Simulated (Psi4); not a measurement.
A dimer, H2 ··· C3H6 (SMILES [H][H] and C1CC1); the first 2 atoms form monomer A.

```
11

H      0.3719     0.0000     0.0000
H     -0.3719     0.0000     0.0000
C      4.5831     0.2597    -0.0009
C      3.3272    -0.5519     0.1541
C      3.2399     0.9135    -0.1702
H      5.1526     0.4906     0.8892
H      5.1860     0.1001    -0.8846
H      3.0803    -1.2607    -0.6247
H      3.0469    -0.8702     1.1491
H      2.9341     1.1962    -1.1683
H      2.9006     1.5867     0.6054
```

**Question.** What interaction energy does SAPT0/jun-cc-pVDZ, frozen core (Psi4) give, and which attractive term is the largest?

**Answer.** Total -0.34 kcal/mol: electrostatics -0.48, exchange 0.81, induction -0.12, dispersion -0.56. The most attractive term is dispersion.
